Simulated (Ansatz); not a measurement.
Worked example: the enthalpy of C2H5Br + HI → C2H5I + HBr

Gas-phase species: C2H5Br (bromoethane) `CCBr`, singlet; HI (hydrogen iodide), singlet; C2H5I (iodoethane) `CCI`, singlet; HBr (hydrogen bromide), singlet. The partners trade Br for I: C–Br and H–I bonds give way to C–I and H–Br.

Shapes, held fixed at every level: PBE0-D4/def2-TZVP. Programs: Ansatz 0.2.0. The zero-point and thermal terms to 298 K, harmonic and unscaled (PBE0-D4/def2-TZVP), stand in the table.

At CCSD(T)/def2-TZVPP; 1 Eh = 2625.50 kJ/mol:

| species | energy (Eh) | H(298 K) − E (kJ/mol) | tabulated ΔfH (kJ/mol) |
| --- | --- | --- | --- |
| C2H5Br | -2651.785490 | 186.9 | -63.1 |
| HI | -297.737430 | 22.7 | +26.5 |
| C2H5I | -376.217188 | 185.8 | -7.1 |
| HBr | -2573.308574 | 24.6 | -35.9 |

**Question.** Work out the reaction enthalpy at 298 K from the calculation and from the table of heats.

**Answer.** 
1. Electronic: (-376.217188) + (-2573.308574) − [(-2651.785490) + (-297.737430)] = -0.002842 Eh = -7.5 kJ/mol.
2. Zero-point and thermal: (185.8) + (24.6) − [(186.9) + (22.7)] = +0.8 kJ/mol.
3. Computed ΔH = -6.7 kJ/mol.
4. From the heats of formation (Active Thermochemical Tables): (-7.1) + (-35.9) − [(-63.1) + (26.5)] = -6.4 kJ/mol.
5. Computed less tabulated: -0.3 kJ/mol. Tabulated heats carry uncertainties of their own.

For atoms past krypton def2 sets carry core potentials with scalar relativity. Relativity is left out for Br. Outer-core shells of Br, I are correlated, in sets that cover them unevenly.
